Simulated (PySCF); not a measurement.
# Basis-set dependence of the ionisation energy of Ce²⁺

Ce²⁺ [Xe] 4f2 (high-spin determinant) → Ce³⁺ [Xe] 4f1 (2F). All values are computed (PySCF 2.14, energy differences of UHF-based or UKS calculations, no spin-orbit coupling). Values in eV.

```json
{"basis": "cc-pVDZ-X2C", "Hamiltonian": "spin-free X2C", "functions": "84", "UHF": "18.030", "PBE": "21.328", "PBE0": "20.795", "MP2 (valence)": "19.000", "CCSD(T) (valence)": "19.091"}
{"basis": "ANO-RCC-VTZP", "Hamiltonian": "spin-free X2C", "functions": "104", "UHF": "18.021", "PBE": "21.352", "PBE0": "20.801", "MP2 (valence)": "19.162", "CCSD(T) (valence)": "19.244"}
{"basis": "cc-pVTZ-X2C", "Hamiltonian": "spin-free X2C", "functions": "145", "UHF": "18.052", "PBE": "n/a", "PBE0": "n/a", "MP2 (valence)": "19.241", "CCSD(T) (valence)": "19.306"}
{"basis": "cc-pwCVTZ-X2C", "Hamiltonian": "spin-free X2C", "functions": "186", "UHF": "18.054", "PBE": "n/a", "PBE0": "n/a", "MP2 (valence)": "n/a", "CCSD(T) (valence)": "n/a"}
```

**Question.** Estimate the row for x2c-TZVPPall (spin-free X2C, 113 functions).

**Answer.** From the rows with the same Hamiltonian and similar size; the calculation gives UHF 17.98; PBE 21.28; PBE0 20.73; MP2 (valence) 19.10; CCSD(T) (valence) 19.18 (eV).

Frozen in the all-electron rows: valence: [Kr] 4d10.

One determinant mixes LS terms of the configuration, so the numbers do not refer to single terms.

Between the lowest levels the reference is 20.197 eV (semi-empirical (NIST evaluation); NIST Atomic Spectra Database, ionization energies); it includes spin-orbit coupling, which these numbers lack.
